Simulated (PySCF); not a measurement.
**Polarisability and C₆ of Ti+ (titanium, charge +1)**

[Ar] 3d2 4s1, high-spin 4F determinant. Calculation: PySCF 2.14, in aug-cc-pVTZ with one added diffuse shell each of s, p, d, f, g type (9s8p6d4f3g, 118 functions); no relativity, point nucleus. Coupled (time-dependent) response in atomic units; α is the mean over directions.

```csv
method,mean α (bohr³),C₆ (like pair),S(−4)
PBE0,51.19,328.8,2275
```

S(−4) is the Cauchy moment in α(ω) = α(0) + S(−4) ω² + …

α(iu) at PBE0:

```json
{"u (hartree)": "0", "α(iu) (bohr³)": "51.19"}
{"u (hartree)": "0.0500", "α(iu) (bohr³)": "46.13"}
{"u (hartree)": "0.100", "α(iu) (bohr³)": "35.94"}
{"u (hartree)": "0.200", "α(iu) (bohr³)": "20.28"}
{"u (hartree)": "0.300", "α(iu) (bohr³)": "12.75"}
{"u (hartree)": "0.500", "α(iu) (bohr³)": "6.879"}
{"u (hartree)": "0.750", "α(iu) (bohr³)": "4.303"}
{"u (hartree)": "1.00", "α(iu) (bohr³)": "3.108"}
{"u (hartree)": "1.50", "α(iu) (bohr³)": "1.926"}
{"u (hartree)": "2.00", "α(iu) (bohr³)": "1.326"}
{"u (hartree)": "3.00", "α(iu) (bohr³)": "0.7380"}
{"u (hartree)": "5.00", "α(iu) (bohr³)": "0.3220"}
```

A single London oscillator, α(iu) = α/(1 + u²/ω²), gives C₆ = (3/4) ω α². Matching the computed C₆ needs ω = 4 × 328.8 / (3 × 51.19²) = 0.167 hartree.

For an ion, C₆ is the dispersion term alone; charge-induced terms of lower order in 1/R come first.
